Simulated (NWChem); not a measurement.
GaHOClF; SMILES [OH][Ga]([F])[Cl]

```xyz
5

Ga     0.0087    -0.2874     0.0000
F     -1.5110    -1.1426     0.0000
Cl    -0.0071     1.8253     0.0000
O      1.5103    -1.2092     0.0000
H      1.3680    -2.1630     0.0000
```
Atoms are numbered in this order, from 1.

Computed with NWChem. Pople sets run with spherical d functions. The geometry was optimised at PBE0/def2-SVP. Ions are spin-unrestricted doublets at the neutral geometry; other ion states weren't tried. Functional: LC-ωPBE (HJS hole) with 6-31G*; rows give the range parameter ω in 1/bohr.

```csv
range parameter (1/bohr),"vertical ionisation energy, ΔSCF (eV)",−ε(HOMO) (eV),ΔSCF minus −ε(HOMO) (eV)
0.20,11.78,10.57,1.21
0.25,11.99,11.11,0.88
0.40,12.53,12.37,0.16
0.50,12.65,12.94,-0.29
```
